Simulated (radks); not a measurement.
The numbers below are computed, except where a source is named.
Problem. Ge I, 32 electrons, occupied as [Ar] 3d9 4s2 4p2 5s1 (not the ground configuration). Code: a radial shooting solver on a logarithmic mesh with Libxc functionals. Model: Dirac Kohn-Sham, PBEsol, spin-unpolarised, spherical densities, point nucleus; open shells fill j = l - 1/2 first. Some entries of the table are withheld. Estimate them.

| orbital | occ. | eigenvalue (eV) | r(max) (bohr) | <r> (bohr) |
|---|---|---|---|---|
| 1s1/2 | 2 | (1) | 0.03074 | 0.04703 |
| 2s1/2 | 2 | -1387.589 | 0.1762 | (2) |
| 2p1/2 | 2 | -1236.397 | 0.1392 | (3) |
| 2p3/2 | 4 | -1204.578 | 0.1422 | (4) |
| 3s1/2 | 2 | -183.3913 | 0.5412 | 0.6201 |
| 3p1/2 | 2 | -133.4371 | 0.5354 | 0.6332 |
| 3p3/2 | 4 | -129.0649 | 0.5437 | 0.6434 |
| 3d3/2 | 4 | -44.1630 | 0.4947 | 0.6997 |
| 3d5/2 | 5 | -43.5380 | 0.4974 | 0.7041 |
| 4s1/2 | 2 | -17.9845 | 1.642 | 1.930 |
| 4p1/2 | 2 | -8.7383 | 1.933 | 2.377 |
| 4p3/2 | 0 | -8.4408 | 1.965 | 2.417 |
| 5s1/2 | 1 | (5) | (6) | 6.321 |

Solution. 
(1) 1s1/2 eigenvalue (eV): -10965.10
(2) 2s1/2 <r> (bohr): 0.2099
(3) 2p1/2 <r> (bohr): 0.1813
(4) 2p3/2 <r> (bohr): 0.1849
(5) 5s1/2 eigenvalue (eV): -1.8991
(6) 5s1/2 r(max) (bohr): 5.530
